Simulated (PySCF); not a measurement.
**`InChI=1S/C3H13N3Si2/c1-3-6(2)8(5)7-4/h3,8H,1,4-5,7H2,2H3/t8-/m0/s1`**

Geometry:
```json
{"atom": "C1", "x (Å)": "-2.256", "y (Å)": "1.905", "z (Å)": "0.173"}
{"atom": "C2", "x (Å)": "-1.173", "y (Å)": "1.133", "z (Å)": "0.177"}
{"atom": "N3", "x (Å)": "-1.032", "y (Å)": "-0.119", "z (Å)": "-0.371"}
{"atom": "C4", "x (Å)": "-2.177", "y (Å)": "-0.655", "z (Å)": "-1.058"}
{"atom": "Si5", "x (Å)": "0.442", "y (Å)": "-1.020", "z (Å)": "-0.142"}
{"atom": "N6", "x (Å)": "0.442", "y (Å)": "-1.581", "z (Å)": "1.495"}
{"atom": "Si7", "x (Å)": "2.326", "y (Å)": "0.246", "z (Å)": "-0.466"}
{"atom": "N8", "x (Å)": "3.183", "y (Å)": "0.261", "z (Å)": "1.036"}
{"atom": "H9", "x (Å)": "-3.190", "y (Å)": "1.617", "z (Å)": "-0.274"}
{"atom": "H10", "x (Å)": "-2.228", "y (Å)": "2.874", "z (Å)": "0.636"}
{"atom": "H11", "x (Å)": "-0.270", "y (Å)": "1.485", "z (Å)": "0.659"}
{"atom": "H12", "x (Å)": "-1.922", "y (Å)": "-1.617", "z (Å)": "-1.493"}
{"atom": "H13", "x (Å)": "-3.018", "y (Å)": "-0.795", "z (Å)": "-0.370"}
{"atom": "H14", "x (Å)": "-2.496", "y (Å)": "0.019", "z (Å)": "-1.857"}
{"atom": "H15", "x (Å)": "0.279", "y (Å)": "-2.106", "z (Å)": "-1.132"}
{"atom": "H16", "x (Å)": "1.295", "y (Å)": "-1.952", "z (Å)": "1.880"}
{"atom": "H17", "x (Å)": "-0.353", "y (Å)": "-2.085", "z (Å)": "1.861"}
{"atom": "H18", "x (Å)": "2.069", "y (Å)": "1.596", "z (Å)": "-1.012"}
{"atom": "H19", "x (Å)": "3.299", "y (Å)": "-0.368", "z (Å)": "-1.379"}
{"atom": "H20", "x (Å)": "2.676", "y (Å)": "0.490", "z (Å)": "1.876"}
{"atom": "H21", "x (Å)": "4.095", "y (Å)": "0.688", "z (Å)": "1.070"}
```

Method: GIAO KT3/pcSseg-1 magnetisability, rotational g tensor and spin-rotation constants, non-relativistic, gas phase (PySCF). Geometry: GFN2-xTB.

Q: Give the nuclear spin-rotation constants along the inertial axes (H = +C I·J) beside the isotropic shieldings.

A: Rotational constants 2.1006, 0.8313, 0.7399 GHz. A star marks the isotopologue with that one atom substituted, in its own axes.
| atom | isotope | Caa (kHz) | Cbb (kHz) | Ccc (kHz) | mean (kHz) | σ (ppm) |
| --- | --- | --- | --- | --- | --- | --- |
| N3 | 14N | 0.211 | 0.052 | 0.033 | 0.099 | 169.1 |
| N6 | 14N | 0.055 | 0.036 | 0.033 | 0.041 | 241.3 |
| N8 | 14N | 0.038 | 0.025 | 0.023 | 0.029 | 266.9 |
| H9 | 1H | 0.067 | -0.067 | -0.073 | -0.024 | 28.1 |
| H10 | 1H | -0.213 | 0.024 | -0.052 | -0.080 | 27.9 |
| H11 | 1H | 0.083 | -0.050 | -0.057 | -0.008 | 25.2 |
| H12 | 1H | -0.186 | -0.003 | -0.051 | -0.080 | 28.7 |
| H13 | 1H | -0.080 | -0.075 | -0.026 | -0.060 | 28.9 |
| H14 | 1H | -0.147 | -0.037 | -0.037 | -0.074 | 29.0 |
| H15 | 1H | -0.160 | -0.007 | -0.018 | -0.062 | 26.4 |
| H16 | 1H | -0.040 | -0.094 | -0.076 | -0.070 | 31.4 |
| H17 | 1H | -0.150 | -0.060 | -0.066 | -0.092 | 31.3 |
| H18 | 1H | -0.146 | 0.030 | -0.061 | -0.059 | 26.7 |
| H19 | 1H | -0.051 | -0.067 | -0.015 | -0.044 | 27.1 |
| H20 | 1H | -0.230 | -0.107 | -0.005 | -0.114 | 32.0 |
| H21 | 1H | -0.058 | -0.077 | -0.092 | -0.076 | 32.0 |
| C1 | 13C* | 0.525 | 0.234 | 0.129 | 0.296 | 107.4 |
| C2 | 13C* | 0.786 | 0.291 | 0.182 | 0.419 | 50.0 |
| C4 | 13C* | 0.336 | 0.153 | 0.128 | 0.205 | 148.6 |
| Si5 | 29Si* | -1.211 | -0.486 | -0.460 | -0.719 | 384.6 |
| Si7 | 29Si* | -1.156 | -0.466 | -0.387 | -0.670 | 424.1 |

For the geometry as given, no vibrational averaging.

Q: How do the rotational constants and the g tensor change when H9, H10, H11, H12, H13, H14, H15, H16, H17, H18, H19, H20, H21 are replaced by deuterium?

A: Constants 1.7218, 0.7141, 0.6361 GHz; g -0.0211, -0.0095, -0.0045, against -0.0256, -0.0109, -0.0053 before.
